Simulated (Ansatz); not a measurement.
Job for Ansatz (an electronic-structure program): R-CCSD(T)/cc-pV(D+d)Z on O3S (SMILES O=S(=O)=O). The basis file is the Basis Set Exchange's JSON of that set.

Ansatz 0.2 input:
```yaml
crystal:
  periodic: [false, false, false]
  atoms:
    - {symbol: S, position_ang: [-0.00000074, -0.00000000, -0.00000000]}
    - {symbol: O, position_ang: [1.42662746, 0.00000000, 0.00000000]}
    - {symbol: O, position_ang: [-0.71331336, 1.23549706, 0.00000000]}
    - {symbol: O, position_ang: [-0.71331336, -1.23549706, 0.00000000]}
basis:
  gaussian:
    orbitals: cc-pV_D+d_Z.json
magnetization: {spin_polarized: false}
correlation: {method: ccsd_t, electrons: outside_noble_gas}
scf: {lower_state_search: off}
```

### Question
What total energy does the run end on?

### Answer
-622.7608 hartree (reference determinant -622.0376, T1 diagnostic 0.018).
